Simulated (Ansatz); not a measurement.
`CC[Si](F)(F)Cl` + H₂S → `F[Si](F)(S)Cl` + ethane at 700 K and 1 bar (ligand exchange at the Si–C bond).

Computed with Ansatz on PBE0-D4/def2-TZVP structures; ΔE is electronic, products minus reactants. CCSD(T)/CBS is the MP2 limit (def2-TZVPP, def2-QZVPP) plus CCSD(T) − MP2 in def2-TZVPP, frozen cores. This one scheme is used for every species. One conformer a species, not always the lowest.

```json
{"species": "`CC[Si](F)(F)Cl`", "CCSD(T)/CBS energy (Eh)": "-1027.77234", "H − E (kJ/mol)": "278.2", "S (J/(mol·K))": "494.3"}
{"species": "H₂S", "CCSD(T)/CBS energy (Eh)": "-398.97279", "H − E (kJ/mol)": "64.8", "S (J/(mol·K))": "236.9"}
{"species": "`F[Si](F)(S)Cl`", "CCSD(T)/CBS energy (Eh)": "-1347.04322", "H − E (kJ/mol)": "110.2", "S (J/(mol·K))": "434.2"}
{"species": "`CC`", "CCSD(T)/CBS energy (Eh)": "-79.71954", "H − E (kJ/mol)": "238.1", "S (J/(mol·K))": "289.3"}
```

H − E and S are ideal-gas, rigid-rotor, harmonic terms from PBE0-D4/def2-TZVP, for one conformer and one mirror image of each species. 1 Eh = 2625.50 kJ/mol, R = 8.31446 J/(mol·K).

Q: By hand: ΔE, ΔH, ΔS and ΔG.

A: ΔE = (-1347.04322) + (-79.71954) − (-1027.77234) − (-398.97279) = -0.01763 Eh = -46.3 kJ/mol. Δ(H − E) = 110.2 + 238.1 − 278.2 − 64.8 = 5.3, so ΔH = -41.0 kJ/mol. ΔS = 434.2 + 289.3 − 494.3 − 236.9 = -7.7 J/(mol·K). ΔG = -41.0 − 700 × (-7.7)/1000 = -35.6 kJ/mol.

Q: By hand: the equilibrium constant, and the temperature at which ΔG would vanish if ΔH and ΔS stayed fixed.

A: log₁₀ K = −ΔG/(RT ln 10) = 2.7. ΔG = 0 at ΔH/ΔS = 5325 K, far beyond where these terms or the molecules hold.

The number of gas molecules stays the same, so ΔS is small and ΔH decides. A doubt of 5 kJ/mol in ΔE shifts log₁₀ K by 0.4 here. Other conformers and mirror images would add mixing entropy, several J/(mol·K) or more a flexible species. These are equilibria of isolated gas molecules and say nothing of rates. Largest T1 diagnostic: 0.011 (customary marks: 0.02 for closed shells, 0.045 for open ones).
